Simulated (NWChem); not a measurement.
Species: SiOH cation, singlet; SMILES [OH+]=[Si]

Program: NWChem. Low-valent species are run as closed-shell singlets; no triplet was tried in these runs. All runs use the structure optimised with PBE0/def2-SVP. Level: PBE0/def2-SVP with SMD (1 M gas to 1 M solution), gas-phase geometry. Reactions with the solvent are ignored.

For solvent benzene:

* **solvation free energy (kcal/mol)**: -36.4
* **cavity-dispersion-structure term (kcal/mol)**: -1.5

**Question.** Estimate the same quantities for solvent ethanol.

**Answer.** The solvation free energy (kcal/mol) comes out as -64.7 and the cavity-dispersion-structure term (kcal/mol) is -0.5.
